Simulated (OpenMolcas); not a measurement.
**Ni7+: CASPT2 settings compared**

```
Program             : OpenMolcas 26.06
Basis               : ANO-R2 [6s5p4d2f1g]
Scalar Hamiltonian  : X2C, finite nucleus
Active space        : 3 electrons in 5 orbitals (3d)
State averaging     : 2S+1 = 4 even, 10 roots; 2S+1 = 2 even, 40 roots kept (CI in the orbitals of an earlier block)
Spin-orbit coupling : state interaction with AMFI integrals over the reference wave functions, term energies averaged over their components
```

Methods on the same reference wave functions:
A. CASSCF
B. SS-CASPT2, IPEA 0.4 Eh, imaginary shift 0.4 Eh (closed shells correlated: 3s 3p)
C. SS-CASPT2, IPEA 0.5 Eh, sigma1 regulariser 0.2 Eh (closed shells correlated: 3s 3p)
D. SS-CASPT2, IPEA 0.35 Eh, no level shift (closed shells correlated: 3s 3p)
E. MS-CASPT2, IPEA 0.5 Eh, sigma1 regulariser 0.2 Eh (closed shells correlated: 3s 3p)
F. MS-CASPT2, IPEA 0.35 Eh, no level shift (closed shells correlated: 3s 3p)

Energies in cm-1 above 3d3 4F 3/2, the measured ground level; measured values from Corliss and Sugar, J. Phys. Chem. Ref. Data 10, 197 (1981).

```tsv
Level	A	B	C	D	E	F	Measured
3d3 4F 3/2	0.0	0.0	0.0	0.0	0.0	0.0	0.0
3d3 4F 5/2	951	962	961	962	961	962	1012
3d3 4F 7/2	2216	2230	2230	2230	2230	2230	2184
3d3 4F 9/2	3740	3750	3750	3750	3750	3750	3721
3d3 4P 1/2	28370	24240	24310	24200	24290	24170	23261
3d3 4P 3/2	28629	24520	24600	24480	24540	24420	23710
3d3 2G 7/2	29491	26800	26920	26730	26920	26730	
3d3 4P 5/2	29890	25730	25810	25690	25810	25690	24669
3d3 2G 9/2	30664	28000	28120	27940	28140	27960	
3d3 2P 1/2	38813	36060	36140	36020	34550	34400	
3d3 2H 9/2	39083	36820	36900	36780	37320	37210	
3d3 2H 11/2	39883	37640	37710	37600	38150	38050	
3d3 2D 5/2(1)	43422	37650	37790	37580	37790	37580	
3d3 2F 7/2	66299	59440	59560	59370	59560	59370	
3d3 2F 5/2	66826	59950	60080	59890	60080	59890	
3d3 2D 5/2(2)	103409	92780	92850	92740	92840	92750	
3d3 2D 3/2(2)	104035	93400	93460	93360	93460	93360
```

Deviations, from unrounded energies. A percentage is the sum of absolute deviations over the sum of measured energies, with the sign that they share, or ± where signs differ.

```json
{"Against measurement": "mean absolute deviation (cm-1)", "Levels": "6", "A": "2600", "B": "500", "C": "530", "D": "480", "E": "520", "F": "460"}
{"Against measurement": "fine structure of the ground term (%)", "Levels": "3", "A": "±1.6", "B": "±1.8", "C": "±1.8", "D": "±1.8", "E": "±1.8", "F": "±1.8"}
{"Against measurement": "other terms of the ground configuration (%)", "Levels": "3", "A": "+21.3", "B": "+4.0", "C": "+4.3", "D": "+3.8", "E": "+4.2", "F": "+3.7"}
```

D, F lie about equally close to measurement and A furthest from it. The largest miss of F in the table is 3d3 4P 5/2, by +1000 cm-1. The ranking rests on the paired levels alone, and a cruder setting can come out closer through cancelling errors.

Among B to F the level of the table that moves most is 3d3 2P 1/2, by 1700 cm-1 (lowest in F, highest in C). Moves below CASPT2's spread within the term are not significant.

The mean deviations of B to F differ by less than CASPT2's widest spread within a term (1100 cm-1), so their order carries little weight.

From A to B the spin-free energies of the other terms of 3d3 shown, above 4F, scale by factors of 0.85 to 0.94, as is usual when dynamic correlation screens the repulsion within a d or f shell.

The lowest spin-free term lies below A's lowest term by 0.330 hartree in B, 0.328 hartree in C, 0.331 hartree in D, 0.328 hartree in E, 0.331 hartree in F.

Term energies are means over components that CASPT2 splits; among the terms shown or strongly mixed into the levels shown the widest spread is 1100 cm-1 (3d3 2H, D). Terms from blocks run as CI alone lack orbitals of their own. Without dynamic correlation excited terms often stand tens of per cent too high (terms of higher spin than the ground term too low), and those without a measured partner can miss by more than the paired ones (holds for A). The CASPT2 spread within a term exceeds the gap to the next term for 3d3 2P and 3d3 2D(1), 3d3 2D(1) and 3d3 2H, so the order of their levels is uncertain, and so are names and mixing where such terms share a J (holds for B; C; D). Computed and measured levels are paired by configuration, term and J; levels that our copy of the source lacks, or whose pairing is in doubt (as where it misses far off the trend of its configuration), stay unpaired and out of the deviations. Levels of configurations outside the active space are missing. Levels that lie high or do not pair safely by name in every column are left out.

A number in round brackets counts repeated terms of one configuration in the order of the reference energies.
